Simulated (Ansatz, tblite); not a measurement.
Forces on the cluster Ba13⁺ at its PBE/def2-SVP geometry. Total charge 1; doublet.

In the def2 sets Ba takes a core potential; there is no spin–orbit coupling. The xTB rows come from tblite. Single mean-field runs in def2-TZVP are fitted with def2-universal-jkfit. The structure comes from a short search, and lower isomers may exist.

GFN2-xTB (tblite), largest force 0.47 eV/Å:

```xyz
13
positions Å, forces eV/Å
Ba   -0.015   -0.353    4.384    0.070   -0.073    0.460
Ba   -0.060   -3.625    0.574    0.036   -0.371    0.031
Ba    3.061   -0.274    0.754    0.355   -0.073    0.114
Ba   -3.945   -1.223   -1.516   -0.381   -0.173   -0.217
Ba    3.737   -3.890   -1.919    0.049   -0.131   -0.013
Ba   -0.912    0.323    0.558   -0.024   -0.007    0.018
Ba   -2.321    3.116   -1.918   -0.141    0.361   -0.206
Ba    2.085    3.113   -1.843    0.190    0.323   -0.173
Ba   -3.946    2.167    2.306   -0.096   -0.013    0.066
Ba    0.560   -0.825   -3.001    0.047   -0.141   -0.351
Ba   -3.685   -2.291    2.792   -0.289   -0.170    0.218
Ba    0.410    3.723    2.188    0.082    0.409    0.129
Ba    5.032    0.039   -3.357    0.103    0.059   -0.077
```

PBE/def2-TZVP (Ansatz), largest force 0.03 eV/Å:

```
Ba -0.011 -0.001 -0.018
Ba 0.002 0.013 -0.003
Ba -0.015 -0.004 -0.015
Ba 0.012 0.005 0.016
Ba -0.008 0.019 0.003
Ba -0.003 0.022 0.009
Ba 0.011 -0.012 0.021
Ba -0.013 -0.020 0.011
Ba 0.024 -0.015 -0.014
Ba 0.009 0.001 0.017
Ba 0.018 0.020 -0.016
Ba -0.015 -0.023 -0.019
Ba -0.011 -0.005 0.009
```
